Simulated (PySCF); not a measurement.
Match the calculated data to a structure.

All candidates are C3H10OSi.

- NMR, other nuclei: isotropic shieldings of nuclei other than C and H, by class: 293 (1 O), 335 (1 Si) ppm [GIAO PBE0/pcSseg-1]
- 13C NMR: chemical shifts (computed TMS as zero) by class: 1.8 (3 C) ppm [GIAO PBE0/pcSseg-1]
- 1H NMR: chemical shifts (computed TMS as zero) by class: 1.03 (1 H), 0.03 (9 H) ppm [GIAO PBE0/pcSseg-1]
- Dipole: 1.32 D [PBE0/pcSseg-1]
- Rotational structure: rotational constants A, B, C: 3.359, 3.275, 3.018 GHz [GFN2-xTB]

Electronic properties: PySCF, gas phase, density fitting. Levels stand in brackets. Isolated species at its GFN2-xTB geometry, gas phase. NMR values are class means; diastereotopic atoms form classes of their own.

Question: Which candidate is it?
A. `C[Si](C)(C)O`
B. `CC(C)[SiH2]O`
C. `CC(C)O[SiH3]`

Answer: A. It is `C[Si](C)(C)O`. Numbering: `[CH3:1][Si:2]([CH3:3])([CH3:4])[OH:5]`. Its formula, C3H10OSi, gives 0 degrees of unsaturation, so no ring and no π bond. 3 carbons fall into 1 class: Si-methyl carbon [C1/C3/C4] (1.8 ppm, 3 C, up to 2.1 ppm apart in this geometry). Hydrogen classes from least to most shielded: 1 H on a silanol oxygen, O5 (1.03 ppm), 9 H on 3 Si-methyl carbons, C1/C3/C4 (0.03 ppm, a mean of values up to 0.6 ppm apart in this geometry). The other shieldings belong to: 293 ppm, silanol oxygen [O5]; 335 ppm, oxygen-bound silicon [Si2]. The optimised geometry has point group Cs and is an asymmetric top.

The others, at the same levels:
- `CC(C)[SiH2]O` fails: it has 2 carbon classes against 1; its computed 13C shifts are 20.4 (1 C), 18.6 (2 C) ppm, 1H shifts are 4.78 (2 H), 1.07 (6 H), 0.90 (1 H), 0.64 (1 H) ppm and rotational constant A is 6.269 GHz (against 3.359 GHz).
- `CC(C)O[SiH3]` fails: it has 2 carbon classes against 1; its computed 13C shifts are 70.1 (1 C), 26.7 (2 C) ppm, 1H shifts are 4.91 (3 H), 4.00 (1 H), 1.23 (6 H) ppm and rotational constant A is 7.528 GHz (against 3.359 GHz).

Each candidate is one conformer, not necessarily the lowest. Dipoles, sizes and rotational constants follow the conformer. The torsions of the flexible species, by atom-mapped SMILES:
- `[CH3:1][Si:2]([CH3:3])([CH3:4])[OH:5]`: H–O5–Si2–C1 -60°
- `[CH3:1][CH:2]([CH3:3])[SiH2:4][OH:5]`: C1–C2–Si4–O5 56°, H–O5–Si4–C2 51°
- `[CH3:1][CH:2]([CH3:3])[O:4][SiH3:5]`: C1–C2–O4–Si5 65°
